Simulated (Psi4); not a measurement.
Psi4 input (wB97X-D/6-31G*):

```
memory 1500 MB

molecule {
0 1
B    -0.25093000   -0.58363200   -0.60064500
O     0.04786400    0.26847200    0.32810800
H     0.87173800    0.77038400    0.37836300
symmetry c1
no_reorient
no_com
}

set {
  basis 6-31G*
  reference rks
  scf_type pk
  dft_radial_points 99
  dft_spherical_points 590
  e_convergence 1e-8
  d_convergence 1e-7
  maxiter 150
}

e = energy('wb97x-d')
print_out(f'\nFINAL {e:.10f} DIPOLE {variable("CURRENT DIPOLE")[0]:.6f} {variable("CURRENT DIPOLE")[1]:.6f} {variable("CURRENT DIPOLE")[2]:.6f}\n')
```

Output:

```
   => Loading Basis Set <=

    Name: 6-31G*
    Role: ORBITAL
    Keyword: BASIS
    atoms 1 entry B          line    94 file 6-31gs.gbs
    atoms 2 entry O          line   145 file 6-31gs.gbs
    atoms 3 entry H          line    44 file 6-31gs.gbs

   => WB97X-D: Empirical Dispersion <=

    Chai and Head-Gordon Dispersion Correction
    Chai, J.-D.; Head-Gordon, M. (2010), J. Chem. Phys., 132: 6615-6620

        s6 =       1.000000

         ---------------------------------------------------------
                                   SCF
               by Justin Turney, Rob Parrish, Andy Simmonett
                          and Daniel G. A. Smith
                              RKS Reference
         ---------------------------------------------------------

  ==> Geometry <==

    Molecular point group: c1
    Full point group: C1

    Geometry (in Angstrom), charge = 0, multiplicity = 1:

       Center              X                  Y                   Z               Mass
    ------------   -----------------  -----------------  -----------------  -----------------
         B           -0.250930000000    -0.583632000000    -0.600645000000    11.009305360000
         O            0.047864000000     0.268472000000     0.328108000000    15.994914619570
         H            0.871738000000     0.770384000000     0.378363000000     1.007825032230

  Running in c1 symmetry.

  Rotational constants: A =     30.05290  B =      1.37345  C =      1.31342 [cm^-1]
  Rotational constants: A = 900963.31250  B =  41174.94726  C =  39375.44887 [MHz]
  Nuclear repulsion =   22.037467503311937

  Charge       = 0
  Multiplicity = 1
  Electrons    = 14
  Nalpha       = 7
  Nbeta        = 7

  ==> Algorithm <==

  SCF Algorithm Type is PK.
  DIIS enabled.
  MOM disabled.
  Fractional occupation disabled.
  Guess Type is SAD.
  Energy threshold   = 1.00e-08
  Density threshold  = 1.00e-07
  Integral threshold = 1.00e-12

  ==> Primary Basis <==

  Basis Set: 6-31G*
    Blend: 6-31G*
    Number of shells: 14
    Number of basis functions: 32
    Number of Cartesian functions: 32
    Spherical Harmonics?: false
    Max angular momentum: 2

  ==> DFT Potential <==

   => LibXC <=

    Version 7.1.2
    S. Lehtola, C. Steigemann, M. J. T. Oliveira, and M. A. L. Marques,  SoftwareX 7, 1–5 (2018) (10.1016/j.softx.2017.11.002)

   => Composite Functional: WB97X-D <=

    wB97X-D Hyb-GGA Exchange-Correlation Functional

    J.-D. Chai and M. Head-Gordon,  Phys. Chem. Chem. Phys. 10, 6615–6620 (2008) (10.1039/B810189B)

    Deriv               =              1
    GGA                 =           TRUE
    Meta                =          FALSE

    Exchange Hybrid     =           TRUE
    MP2 Hybrid          =          FALSE

   => Exchange-Correlation Functionals <=

    1.0000   wB97X-D range-separated functional

   => Exact (HF) Exchange <=

    0.7780            HF,LR [omega = 0.2000]
    0.2220               HF

   => LibXC Density Thresholds  <==

    XC_HYB_GGA_XC_WB97X_D:  1.00E-14

   => Molecular Quadrature <=

    Radial Scheme          =       TREUTLER
    Pruning Scheme         =           NONE
    Nuclear Scheme         =       TREUTLER

    Blocking Scheme        =         OCTREE
    BS radius alpha        =              1
    Pruning alpha          =              1
    Radial Points          =             99
    Spherical Points       =            590
    Total Points           =         166771
    Total Blocks           =           1286
    Max Points             =            256
    Max Functions          =             32
    Weights Tolerance      =       1.00E-15

  ==> Integral Setup <==

  Using in-core PK algorithm.
   Calculation information:
      Number of atoms:                   3
      Number of AO shells:              14
      Number of primitives:             34
      Number of atomic orbitals:        32
      Number of basis functions:        32

      Integral cutoff                 1.00e-12
      Number of threads:                 1

  Performing in-core PK
  Using 418968 doubles for integral storage.
  We computed 5565 shell quartets total.
  Whereas there are 5565 unique shell quartets.

  Computing range-separated integrals for PK
  We computed 5565 wK shell quartets total.
  Whereas there are 5565 wK unique shell quartets.

  ==> DiskJK: Disk-Based J/K Matrices <==

    J tasked:                  Yes
    K tasked:                  Yes
    wK tasked:                 Yes
    Omega:               2.000E-01
    Schwarz Cutoff:          1E-12


  Cached 100.0% of DFT collocation blocks in 0.147 [GiB].

  Minimum eigenvalue in the overlap matrix is 1.2877367204E-02.
  Reciprocal condition number of the overlap matrix is 2.3185211279E-03.
    Using symmetric orthogonalization.

  ==> Pre-Iterations <==

  SCF Guess: Superposition of Atomic Densities via on-the-fly atomic UHF (no occupation information).

   -------------------------
    Irrep   Nso     Nmo
   -------------------------
     A         32      32
   -------------------------
    Total      32      32
   -------------------------

  ==> Iterations <==

                        Total Energy        Delta E     RMS |[F,P]|

   @RKS iter SAD:   -99.98080506820372   -9.99808e+01   0.00000e+00
   @RKS iter   1:  -100.50880367676884   -5.27999e-01   1.46244e-02 DIIS/ADIIS
   @RKS iter   2:  -100.49582340411220    1.29803e-02   1.61649e-02 DIIS/ADIIS
   @RKS iter   3:  -100.58815466491286   -9.23313e-02   1.15971e-03 DIIS/ADIIS
   @RKS iter   4:  -100.58878634907072   -6.31684e-04   1.54767e-04 DIIS/ADIIS
   @RKS iter   5:  -100.58880392890451   -1.75798e-05   3.23441e-05 DIIS
   @RKS iter   6:  -100.58880491388457   -9.84980e-07   5.00463e-06 DIIS
   @RKS iter   7:  -100.58880496416008   -5.02755e-08   8.75295e-07 DIIS
   @RKS iter   8:  -100.58880496584675   -1.68667e-09   1.68380e-07 DIIS
   @RKS iter   9:  -100.58880496588620   -3.94493e-11   2.75780e-08 DIIS
  Energy and wave function converged.

  ==> Post-Iterations <==

   Electrons on quadrature grid:
      Ntotal   =   13.9999999624 ; deviation = -3.759e-08

    Orbital Energies [Eh]
    ---------------------

    Doubly Occupied:

       1A    -19.337437     2A     -6.901527     3A     -1.180509
       4A     -0.716922     5A     -0.527924     6A     -0.495021
       7A     -0.311831

    Virtual:

       8A      0.067072     9A      0.093922    10A      0.142099
      11A      0.309606    12A      0.530976    13A      0.540311
      14A      0.576480    15A      0.720045    16A      0.864298
      17A      0.951711    18A      0.997107    19A      1.154960
      20A      1.326843    21A      1.335316    22A      1.355441
      23A      1.377498    24A      1.581865    25A      1.854380
      26A      1.955995    27A      2.102786    28A      2.368949
      29A      2.610126    30A      2.907410    31A      3.488431
      32A      3.800102

    Final Occupation by Irrep:
              A
    DOCC [     7 ]
    NA   [     7 ]
    NB   [     7 ]

  @RKS Final Energy:  -100.58880496588620

   => Energetics <=

    Nuclear Repulsion Energy =             22.0374675033119374
    One-Electron Energy =                -180.1791639165954848
    Two-Electron Energy =                  66.5440175634429494
    DFT Exchange-Correlation Energy =      -8.9910742980612515
    Empirical Dispersion Energy =          -0.0000518179843512
    VV10 Nonlocal Energy =                  0.0000000000000000
    Total Energy =                       -100.5888049658861974

Computation Completed

Properties will be evaluated at   0.000000,   0.000000,   0.000000 [a0]

Properties computed using the SCF density matrix

 Multipole Moments:

 ------------------------------------------------------------------------------------
     Multipole            Electronic (a.u.)      Nuclear  (a.u.)        Total (a.u.)
 ------------------------------------------------------------------------------------

 L = 1.  Multiply by 2.5417464519 to convert [e a0] to [Debye]
 Dipole X            :          0.8023685            0.0000000            0.8023685
 Dipole Y            :          0.8160851           -0.0000000            0.8160851
 Dipole Z            :          0.4936537            0.0000038            0.4936575
 Magnitude           :                                                    1.2463899

 ------------------------------------------------------------------------------------

FINAL -100.5888049659 DIPOLE 0.802368 0.816085 0.493657

*** Psi4 exiting successfully. Buy a developer a beer!
```

The geometry given is a B3LYP-D3(BJ)/def2-TZVP minimum.
